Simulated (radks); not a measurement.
Values are calculated unless marked as measured or tabulated.
Problem. All-electron atom: the cobalt ion Co+ in [Ar] 3d7 4f1 (not the ground configuration). Code: a radial shooting solver on a logarithmic mesh with Libxc functionals. Model: non-relativistic Kohn-Sham, r2SCAN, spin-polarised, spherical densities, point nucleus; open shells are filled with parallel spins first; meta-GGA in the generalised Kohn-Sham scheme. Some entries of the table are withheld. Estimate them.

| orbital | occ. | eigenvalue (eV) | <r^2> (bohr^2) |
|---|---|---|---|
| 1s down | 1 | -7556.248 | 0.004344 |
| 1s up | 1 | -7556.232 | 0.004344 |
| 2s up | 1 | -908.2427 | 0.07877 |
| 2s down | 1 | -906.1532 | 0.07852 |
| 2p up | 3 | -788.7740 | (1) |
| 2p down | 3 | -787.2141 | (2) |
| 3s up | 1 | -120.6418 | 0.7055 |
| 3s down | 1 | -116.3370 | 0.7116 |
| 3p up | 3 | (3) | 0.7888 |
| 3p down | 3 | (4) | 0.8001 |
| 3d up | 5 | -25.5047 | 1.276 |
| 3d down | 2 | -21.4922 | 1.421 |
| 4f up | 1 | -2.4328 | 89.47 |

Solution. 
(1) 2p up <r^2> (bohr^2): 0.06285
(2) 2p down <r^2> (bohr^2): 0.06259
(3) 3p up eigenvalue (eV): -84.4501
(4) 3p down eigenvalue (eV): -80.1616
